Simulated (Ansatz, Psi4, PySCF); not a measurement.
Species: CH3BFS, net charge 0, doublet state. SMILES: CS[B]F
Geometry: optimised at B3LYP-D3(BJ)/def2-TZVP (Ansatz, an electronic-structure program).

Quantity: size of the dipole moment, in D. Conventions: no dispersion term unless named; non-relativistic; 6-311+G** with 5d, 6d on Na to Ar in Ansatz; open shells spin-unrestricted; no spin-orbit coupling; six Cartesian d functions in 6-31G* and its kin unless marked 5d. Ab initio and DFT rows: single points at B3LYP-D3(BJ) geometries (Ansatz).

| level | program | size of the dipole moment (D) |
|---|---|---|
| PBE/def2-SVP | Ansatz | 1.86 |
| PBE/6-311+G** | Ansatz | 2.11 |
| BP86/6-31G* (5d) | PySCF | 1.81 |
| B3LYP/6-31G* | Ansatz | 1.92 |
| B3LYP/cc-pVDZ | Ansatz | 1.93 |
| PBE0/6-311+G** | Ansatz | 2.22 |
| wB97X-D/6-31G* | Psi4 | 1.98 |

No value to compare with is used here. The 7 habitual levels span 1.81 (BP86/6-31G* (5d)) to 2.22 D (PBE0/6-311+G**).

The levels are drawn from those run, B3LYP/6-31G* more often than the rest, none by its result; left out are runs that failed, that the program found above a lower state of the same kind, or whose <S^2> lies over 0.5 above the pure value.
